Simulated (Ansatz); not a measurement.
A structure relaxed at PBE-D4/def2-SVP in Ansatz, charge 1, singlet:

```csv
atom,x (Å),y (Å),z (Å)
Cu1,2.158,-0.925,-0.475
Si2,0.084,-0.819,-1.554
Si3,-1.581,0.299,-0.405
Si4,0.531,0.176,0.658
Si5,-1.193,1.268,1.776
```

(1) Give its formula and point group.

(2) Summarise the bond lengths by kind (pairs closer than 1.2 times the sum of covalent radii, bridged metal pairs left out).

## Answers

(1) the cluster CuSi4⁺ (the lowest singlet isomer of a short search). Point group Cs (tolerance 0.1 Å).

(2) 5 × Si–Si 2.31 to 2.47 Å; 2 × Cu–Si 2.27 to 2.34 Å. The metal has 2 neighbours: Si 2.34 Å, Si 2.27 Å.

The restricted singlet is unstable towards broken spin symmetry in Hartree–Fock (as tested in another run); at PBE-D4/def2-SVP this wasn't settled. The structure comes from a short search, and lower isomers may exist.
